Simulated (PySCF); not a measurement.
Levels of Nd⁵⁷⁺ from EOM-EA-GCCSD

Reference: closed-shell Nd⁵⁸⁺, 1s2; one electron is added. Calculated with PySCF 2.14, two-component X2C-1e with screened spin-orbit coupling, an even-tempered Gaussian basis (16 s from 17 bohr⁻², ratio 2.6; 12 p from 22 bohr⁻², ratio 2.6; 6 d from 23 bohr⁻², ratio 2.8; 3 f from 960 bohr⁻², ratio 2.8); frozen nothing; the 30 highest virtual spinors dropped; of the others 56 kept and the rest restored at second order. No Breit or QED terms. Binding energies in eV.

```csv
level,Koopmans
2s1/2,12353.5
2p1/2,12219.9
2p3/2,11615.4
```

(1) How does correlation move these levels?

For comparison, the ionisation energy of Nd⁵⁷⁺ is 12341.66 ± 0.07 eV (theoretical estimate listed by NIST; NIST Atomic Spectra Database, ionization energies).

Only part of the computed levels is shown.

Answers

(1) 2s1/2: second order 12353.8, EOM-CCSD 12353.8; 2p1/2: second order 12220.3, EOM-CCSD 12220.3; 2p3/2: second order 11615.8, EOM-CCSD 11615.8.
